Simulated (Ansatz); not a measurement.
A nudged elastic band was laid between two geometries of Cl2GeH2 + FH (7 atoms, charge 0, multiplicity 1).

All numbers below come from Ansatz, RKS r2SCAN-D4/def2-SVP.

```
movable images  : 5
climbing image  : yes
spring          : 5.0 eV/Å²
optimiser       : quadratic models (default)
start path      : through a guess of the saddle point
force threshold : 0.2 eV/Å
iteration limit : 60
end points      : relaxed
```

Initial state:

```xyz
7
Properties=species:S:1:pos:R:3
Ge -0.153 -0.187 -0.076
Cl -0.270 -0.129 2.106
H 1.295 0.047 -0.477
Cl -1.408 1.373 -0.841
H -0.772 -1.527 -0.472
F 1.364 2.227 1.130
H 0.927 1.761 1.810
```

Final state:

```xyz
7
Properties=species:S:1:pos:R:3
Ge -0.117 0.422 -0.333
Cl 1.115 -0.233 2.830
H 1.292 -0.063 -0.647
Cl -0.961 1.307 -2.096
H -1.129 -0.544 0.268
F 0.045 1.759 0.798
H 0.738 0.917 2.359
```

Which bonds break or form, and what moves?

Bonds broken: Ge1–Cl2, F6–H7. Bonds formed: Ge1–F6, Cl2–H7. Cl2GeH2 + FH becomes ClFGeH2 + ClH.

What energy profile does the band end with?

The run converged. The highest image is number 3 of 0 to 6, 21.0 kcal/mol above the ends, which have the same energy within 2 meV. The threshold of 0.2 eV/Å is loose, so the images may lie well off the minimum-energy path. The order of the stationary point at the top wasn't checked. The orbitals stay closed-shell, which can raise the energy where a bond breaks towards radicals; this wasn't checked here.

```csv
image,path coordinate (Å),energy (kcal/mol),Ge1–Cl2 (Å),F6–H7 (Å),Ge1–F6 (Å)
0,0.00,0.0,2.19,0.93,3.10
1,0.62,2.6,2.21,0.94,2.80
2,1.23,12.0,2.31,0.96,2.38
3,1.85,21.0,2.58,1.12,2.01
4,2.50,8.2,3.05,1.53,1.80
5,3.14,0.6,3.48,1.82,1.76
6,3.79,0.0,3.46,1.90,1.76
```

What is the geometry of the highest image?


```xyz
7
Properties=species:S:1:pos:R:3
Ge 0.046 0.215 -0.091
Cl 0.317 -0.232 2.438
H 1.461 -0.008 -0.599
Cl -1.078 1.500 -1.424
H -0.911 -0.969 0.004
F 0.550 1.850 0.967
H 0.597 1.208 1.885
```

Run time: 100 s on 4 threads of Arm Neoverse V1 (shared host), peak memory 0.18 GiB.
